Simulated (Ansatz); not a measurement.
ClGeH (`[Cl][GeH]`). Charge 0, multiplicity 1.

Bond lengths: Cl1–Ge2 2.183 Å, Ge2–H3 1.600 Å. Angles: Cl1–Ge2–H3 93.7°.

Task: List the harmonic frequencies (cm⁻¹, unscaled) at PBE0-D4/def2-TZVP in Ansatz. (Best estimate.)

Result: The calculation gave: 403, 728, 1905.

Task: Is this a minimum?

Result: Yes, all 3 modes are real.

Task: Give the ideal-gas thermochemistry at 298.15 K and 1 bar (rigid rotor, harmonic oscillator; point group Cs, symmetry number 1).

Result: Zero-point energy 18.2 kJ/mol; H(298) − E = 29.1 kJ/mol; entropy 264.4 J/(mol·K), of which translation 167.4, rotation 91.9, vibration 5.1; G(298) − E = -49.7 kJ/mol.
